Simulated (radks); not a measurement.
Results of a calculation; reference values are marked as such.
Species: the ytterbium ion Yb1.375+. Configuration: [Kr] 4d10 4f14 5s2 5p5.625 6s1 (fractional occupations, a model configuration). Code: a radial shooting solver on a logarithmic mesh with Libxc functionals. Model: non-relativistic Kohn-Sham, PBE, spin-unpolarised, spherical densities, point nucleus; relativity is left out, which matters for an element this heavy.

Unscreened Slater integrals over Kohn-Sham orbitals (hartree).

F0(6s,6s): 0.24981
F0(6s,4f): 0.32727
G3(6s,4f): 0.010307
F0(6s,5p): 0.31065
G1(6s,5p): 0.022675
F0(6s,5s): 0.31452
G0(6s,5s): 0.013513
F0(4f,4f): 1.2722
F2(4f,4f): 0.59374
F4(4f,4f): 0.37050
F6(4f,4f): 0.26599
F0(4f,5p): 0.73849
F2(4f,5p): 0.23382
G2(4f,5p): 0.11583
G4(4f,5p): 0.089474
F0(4f,5s): 0.81373
G3(4f,5s): 0.12730
F0(5p,5p): 0.60600
F2(5p,5p): 0.32557
F0(5p,5s): 0.64124
G1(5p,5s): 0.43865
F0(5s,5s): 0.68453

Derived for the open shells (J is the average intra-shell exchange parameter used in DFT+U). 5p: J = F2/5 = 0.06511 hartree.
